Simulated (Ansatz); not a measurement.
C₂H₈FNSi₂, SMILES C=C[SiH2][Si@H](N)F.

Geometry: B3LYP-D3(BJ)/def2-SVP. The structure was generated by enumeration; whether it is a known compound was not checked. The values are those of a single conformer.

Two levels are set side by side: PBE/def2-SVPD (Ansatz, a quantum-chemistry and plane-wave program) and CAM-B3LYP/def2-SVPD (Ansatz). Energy differences of separate SCF runs at the same geometry; the states with an electron removed or added have multiplicity 2 and 2. Differences are taken from unrounded values.

```json
[
 {"quantity": "vertical ionisation energy (eV)", "CAM-B3LYP": "9.59", "PBE": "8.96", "PBE minus CAM-B3LYP": "-0.63"},
 {"quantity": "vertical singlet–triplet gap (eV)", "CAM-B3LYP": "4.14", "PBE": "4.15", "PBE minus CAM-B3LYP": "0.00"}
]
```
